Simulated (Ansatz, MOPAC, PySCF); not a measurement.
Molecule: Si$_{2}$H$_{2}$Cl$_{3}$ (charge 0, doublet). SMILES: [SiH2][Si](Cl)(Cl)Cl
Coordinates optimised at B3LYP-D3(BJ)/def2-TZVP (Ansatz, a quantum-chemistry and plane-wave program):
```xyz
7

Si     2.2445    -0.2018     0.4872
Si    -0.0134     0.0025    -0.0001
Cl    -0.5248    -0.8375    -1.8085
Cl    -1.1215    -0.9237     1.4605
Cl    -0.5287     1.9899    -0.0599
H      2.6550    -1.6213     0.6105
H      3.0869     0.5233    -0.4944
```
Charge 0, spin multiplicity 2.

Unscaled harmonic wavenumbers (cm⁻¹) in rising order, each level at the stationary point that it reaches from this structure (no distance between atoms moves by over 0.3 Å); the order of modes can differ between levels, and a negative number is imaginary. B3LYP-D3(BJ)/def2-TZVP (PySCF, at the structure above): 95, 103, 127, 177, 179, 203, 360, 508, 522, 547, 569, 588, 908, 2201, 2231.

AM1 (MOPAC): 25, 102, 104, 153, 154, 172, 322, 337, 376, 436, 446, 452, 730, 2232, 2233. Zero-point energy 11.8 against 13.3 kcal/mol; where all levels lie over 400 cm⁻¹, the wavenumbers are on average 0.861 times those of B3LYP-D3(BJ)/def2-TZVP.

PM7 (MOPAC): 29, 109, 111, 165, 166, 187, 400, 451, 451, 557, 605, 610, 800, 2329, 2334. Zero-point energy 13.3 against 13.3 kcal/mol; where all levels lie over 400 cm⁻¹, the wavenumbers are on average 1.017 times those of B3LYP-D3(BJ)/def2-TZVP.

HF/6-31G* (Ansatz): 106, 121, 137, 197, 200, 221, 391, 562, 594, 604, 635, 639, 988, 2382, 2402. Zero-point energy 14.6 against 13.3 kcal/mol; where all levels lie over 400 cm⁻¹, the wavenumbers are on average 1.092 times those of B3LYP-D3(BJ)/def2-TZVP.

B3LYP/6-31G* (Ansatz): 101, 107, 130, 180, 182, 204, 356, 514, 533, 550, 572, 589, 907, 2224, 2259. Zero-point energy 13.4 against 13.3 kcal/mol; where all levels lie over 400 cm⁻¹, the wavenumbers are on average 1.006 times those of B3LYP-D3(BJ)/def2-TZVP.
